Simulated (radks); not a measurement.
Task: The mean radii <r> (bohr) of the occupied orbitals of an atom or ion are listed with their occupations. Method: Dirac Kohn-Sham, relativistic LDA (MacDonald-Vosko exchange, VWN5 correlation), spin-unpolarised, spherical densities, finite nucleus; Fermi nuclear charge, rms radius of each element as measured or else 0.836 A^(1/3) + 0.57 fm; computed with a radial shooting solver on a logarithmic mesh with Libxc functionals.

orbital  occ.      <r>
1s1/2       2  0.04563
2s1/2       2   0.2000
2p1/2       2   0.1718
2p3/2       4   0.1753
3s1/2       2   0.4982

Name the element and its charge. Open shells, if any, fill j = l - 1/2 first.

Result: Z = 33, arsenic, charge +21: As21+ in [Ne] 3s2. The 1s radius gives Z: for a bare nucleus <r> = (2 gamma + 1)/(2Z) with gamma = sqrt(1 - (Z/c)^2), 0.04456 bohr for Z = 33, and screening makes it slightly larger (0.04563 here). The occupations add up to 12, and the charge is Z minus that.
